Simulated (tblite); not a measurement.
Species: C3H11B3O.
Cartesian coordinates in Å at the GFN2-xTB level; atoms count from 1:
```
atom  x, y, z in Å
B1    -2.0951    1.3420   -0.2610
B2    -1.9956   -0.2493   -0.5755
C3    -1.2021   -1.2857    0.3136
B4     0.1670   -1.6277   -0.4417
O5     1.3597   -1.1066   -0.1871
C6     1.6937   -0.1150    0.7576
C7     1.9474    1.2169    0.0610
H8    -1.3298    2.1357   -0.6689
H9    -2.9593    1.8028    0.3878
H10   -2.5274   -0.7181   -1.5186
H11   -1.0143   -0.9197    1.3236
H12   -1.7632   -2.2164    0.3907
H13    0.1834   -2.4198   -1.3108
H14    2.6054   -0.4549    1.2641
H15    0.8991    0.0025    1.5033
H16    2.7332    1.1061   -0.6819
H17    2.2489    1.9650    0.7893
H18    1.0404    1.5487   -0.4372
```

Computed with GFN2-xTB (tblite): harmonic, unscaled wavenumbers at the GFN2-xTB geometry, gas phase. The method is semi-empirical: single wavenumbers can be off by several per cent or more. Modes of hydrogen on boron can be 10 to 20 % off. One conformer, not necessarily the lowest. The optimisation stopped once no atom felt more than 0.01 eV/Å.

Lowest wavenumbers of the output (negative numbers stand for imaginary wavenumbers):
```
mode    cm-1
  1     -33.3
  2      44.6
  3      80.3
  4     158.9
  5     176.9
  6     198.3
  7     261.4
  8     278.1
  9     335.0
 10     440.8
```

Is this structure a minimum?

Not by this Hessian. 1 mode is imaginary beyond 20i (33i cm⁻¹), so at this level the point lies at or near a first-order saddle. The curvature is small, so loose convergence or finite differences may be the whole cause.

Which atoms move in the imaginary mode?

33i: C6 (sp3 carbon bound to oxygen) 18 %, C7 (methyl carbon) 15 %, B1 (three-coordinate boron) 11 %. These are shares of the mass-weighted motion.

What is the remedy?

Step along that mode in both directions, optimise again with tighter thresholds and repeat the frequencies. The zero-point energy of this point (88.2 kcal/mol) counts the 47 real modes alone, and thermal corrections from it aren't those of a minimum.
